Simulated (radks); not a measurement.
Q: Ti, configuration [Ar] 3d2 4s2. Calculated with a radial shooting solver on a logarithmic mesh with Libxc functionals: scalar-relativistic Kohn-Sham, PBE, spin-polarised, spherical densities, point nucleus; open shells are filled with parallel spins first; hard spherical wall at 12 bohr. Some entries of the table are withheld. Estimate them.

orbital  occ.  eigenvalue (eV)  <r> (bohr)  <1/r> (bohr^-1)
1s down     1        -4868.617     0.06959            21.80
1s up       1        -4868.607     0.06959            21.80
2s up       1        -536.9007      0.3250            4.546
2s down     1        -536.3704      0.3248            4.549
2p up       3        -444.1654      0.2900            4.448
2p down     3        -443.7560      0.2898            4.452
3s up       1         -63.2364       1.007            1.396
3s down     1         -61.4965       1.007            1.395
3p up       3         -39.4674       1.086            1.263
3p down     3         -37.7424       1.088            1.262
3d up       2          -4.8072       1.583              (1)
4s up       1          -4.6592       3.454           0.3762
4s down     1          -4.1641       3.597           0.3588
3d down     0          -3.3246       1.700              (2)
4p up       0          -1.5254       4.567           0.2787
4p down     0          -1.2857       4.769           0.2641
5s up       0           0.8521         (3)           0.1859
5s down     0           0.9492         (4)           0.1858
4d up       0           1.4889       6.794           0.1873
4d down     0           1.5564       6.879           0.1933

A: 
(1) 3d up <1/r> (bohr^-1): 0.8745
(2) 3d down <1/r> (bohr^-1): 0.8406
(3) 5s up <r> (bohr): 7.088
(4) 5s down <r> (bohr): 7.138
